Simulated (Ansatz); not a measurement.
Reaction (SMILES): CCCCCO → [CH2]CCCCO + H atom (the C-H bond at the site shown breaks; other sites are not compared here)
Structures are relaxed separately at B3LYP-D3(BJ)/def2-TZVP in Ansatz (a program for electronic structure), one conformer each, not searched for the lowest.

Wanted: bond dissociation energy (electronic energy difference), in eV. Correlated levels leave the core frozen unless marked. UHF or UKS for open shells. No spin-orbit coupling. No relativistic terms. CBS marks a two-point X^-3 extrapolation of the correlation energy; Hartree-Fock from the larger set. [CCSD(T)-MP2]/basis is that difference in the basis named.

RI-MP2/CBS(cc-pVTZ,cc-pVQZ)+[CCSD(T)-MP2]/cc-pVTZ (Ansatz) gives 4.76 eV.

### Question
Another calculation gave 4.55 eV. Which level was it?
A) wB97M-V/def2-TZVPD (Ansatz)
B) SVWN5/def2-TZVPD (Ansatz)
C) PBE/def2-TZVPD (Ansatz)

### Answer
C, PBE/def2-TZVPD (Ansatz). The others give 5.07 (SVWN5), 4.71 (wB97M-V) eV.
